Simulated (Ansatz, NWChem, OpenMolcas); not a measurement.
**BI3 (boron triiodide): the atomisation enthalpy at 298 K, rung by rung**

BI3 has 4 atoms, charge 0, and is taken as a singlet. As SMILES, `IB(I)I`. The shape is that of a PBE0-D4/def2-TZVP optimisation.

Each level gives the atomisation enthalpy at 298 K (kJ/mol). The values are calculated. The thermal term (zero-point and 298 K enthalpy, harmonic and unscaled) is that of PBE0-D4/def2-TZVP; the spin-orbit lowering of the free atoms at 298 K, 91.0 kJ/mol by their spectra, is taken off.

Measured value to compare with: NIST-JANAF tables; in doubt: it rests on an older heat of the boron atom gives the atomisation enthalpy at 298 K of the gas as 819 kJ/mol.

```
                            level                    kind     program  value (kJ/mol)  computed − measured
     HF/def2-SVP (core potential)            Hartree–Fock      Ansatz             534                 -285
  BHLYP/def2-SVP (core potential)           global hybrid      Ansatz             770                  -49
 M06-2X/def2-SVP (core potential)         hybrid meta-GGA  OpenMolcas             795                  -24
  wB97X/def2-SVP (core potential)  range-separated hybrid      Ansatz             834                  +15
 B2PLYP/def2-SVP (core potential)           double hybrid      Ansatz             820                   +1
    MP2/def2-SVP (core potential)     perturbation theory      NWChem             843                  +24
BCCD(T)/def2-SVP (core potential)   coupled cluster or CI      Ansatz             780                  -39
CCSD(T)/def2-SVP (core potential)   coupled cluster or CI      NWChem             779                  -40
```

Nearest: B2PLYP/def2-SVP (core potential) (+1 kJ/mol); farthest: HF/def2-SVP (core potential) (-285 kJ/mol). Computed less measured by kind, in kJ/mol (def2-SVP rows): Hartree–Fock -285; global hybrid -49 to -24; range-separated hybrid +15; double hybrid +1; perturbation theory +24; coupled cluster or CI -40 to -39. In a finite basis correlated wave-function methods underbind, so their errors here aren't those of the basis-set limit. The measured heats of formation of B, Si, Al and metal atoms are uncertain by some kJ/mol each. In the correlated wave-function rows the outer d shell of I is correlated, in sets not made for it.
